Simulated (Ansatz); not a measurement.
Consider the ligand exchange at the Si–O bond: `[NH2][Sc]([O][SiH3])[O][SiH3]` + `[OH][Sc]([F])[Cl]` → `[F][Sc]([Cl])[O][SiH3]` + `[NH2][Sc]([OH])[O][SiH3]`.

Program: Ansatz. Geometries: PBE0-D4/def2-TZVP. ΔE: electronic, gas phase. CCSD(T)/CBS is the MP2 limit (def2-TZVPP, def2-QZVPP) plus CCSD(T) − MP2 in def2-TZVPP, frozen cores. Functionals use def2-TZVPP. B3LYP here is the variant with VWN-RPA as its local correlation; programs differ in this. HSE06 is defined as in plane-wave codes. For Sc outer-core shells are correlated without core-valence functions, which leaves a few kJ/mol of doubt a bond. Scalar relativity is left out up to krypton. Each species was taken in one conformer, which may not be the lowest.

```
             level  ΔE (kcal/mol)
            B97M-V            1.0
          B3LYP-D4            0.9
          HSE06-D4            1.0
              PBE0            0.8
           LC-ωPBE            1.0
  CCSD(T)/def2-SVP            1.4
SCS-MP2/def2-TZVPP            0.8
    MP2/def2-QZVPP            0.6
```

What does CCSD(T)/CBS give? (Best estimate.)

Ansatz gave: +0.6 kcal/mol. The listed levels differ from it by 0.4, 0.3, 0.4, 0.2, 0.4, 0.8, 0.2, 0.0 kcal/mol.

Largest T1 diagnostic among the species: 0.016.

Leaving LDA and LC-ωPBE aside and taking each functional with its dispersion term where it has one, the values, not all of them listed here, spread over 0.3 kcal/mol, from BLYP-D4 to BHLYP-D4. At CCSD(T), def2-SVP lies +0.8 kcal/mol from the extrapolated value and def2-TZVPP +0.3 kcal/mol.
